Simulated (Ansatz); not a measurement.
Mulliken charges of F4OW (`[O]=[W]([F])([F])([F])[F]`) from r2SCAN/def2-TZVPP in Ansatz (PBE0-D4/def2-TZVP geometry).

```
atom   x (Å)   y (Å)   z (Å)  charge (e)
  O1  -1.647  -0.364  -0.281      -0.321
  W2  -0.034  -0.019  -0.014       1.424
  F3  -0.012   1.089   1.463      -0.276
  F4   0.300   1.504  -1.006      -0.276
  F5   0.880  -0.928  -1.338      -0.276
  F6   0.555  -1.346   1.129      -0.276
```

Problem. By hand: the dipole of these point charges (1 e Å = 4.8032 D).

Solution. Σ q r = (0.005, 0.002, 0.002) e Å, of length 0.006 e Å = 0.03 D.

Problem. How does the dipole of the full density compare? (An estimate is asked.)

Solution. The calculation gave: (0.102, 0.022, 0.017) e Å, 0.51 D; the point charges give 0.06 times that, at 14° from its direction.

Point charges leave out the atoms' own dipoles, such as those of lone pairs, and Mulliken's split depends on the basis, so the two needn't agree.
